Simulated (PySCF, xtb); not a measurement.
Ge(Cl)2 cation (Cl2Ge), SMILES [Cl][Ge][Cl] (connectivity only; charge and spin as stated), charge +1, multiplicity 2.

Harmonic wavenumbers (cm⁻¹) from GFN2-xTB run with xtb at its own minimum, in rising order: 111, 337, 354.

Problem. What does PBE-D3(BJ)/def2-TZVP run with PySCF give at its own minimum? (An estimate is asked for; the answer gives what the named calculation found.)

Solution. 123, 399, 459. Paired by order, the mean absolute difference is 60 cm⁻¹ and the zero-point energies are 1.1 and 1.4 kcal/mol.
